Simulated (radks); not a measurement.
Results of a calculation; reference values are marked as such.
Problem. Isoelectronic series with 2 electrons, each ion in its NIST ground configuration. Code: a radial shooting solver on a logarithmic mesh with Libxc functionals. Model: scalar-relativistic Kohn-Sham, PBE, spin-polarised, spherical densities, point nucleus. Total energies (hartree) and mean radii <r> (bohr):

| ion | configuration | E (hartree) | 1s |
|---|---|---|---|
| He | [He] | -2.89307 | 0.9458 |
| Ne8+ | [He] | -93.91472 | 0.1561 |
| Ar16+ | [He] | -314.03139 | 0.08477 |
| Se32+ | [He] | -1152.37823 | 0.04374 |
| Mo40+ | [He] | -1779.98184 | 0.03492 |
| Sn48+ | [He] | -2555.99035 | 0.02887 |
| Ce56+ | [He] | -3490.5816 | 0.02443 |
| Dy64+ | [He] | -4597.2928 | 0.02100 |
| W72+ | [He] | -5894.2358 | 0.01825 |

Estimate the row of Fe24+ ([He]).

Solution. E (hartree) -665.57645; 1s 0.05791.
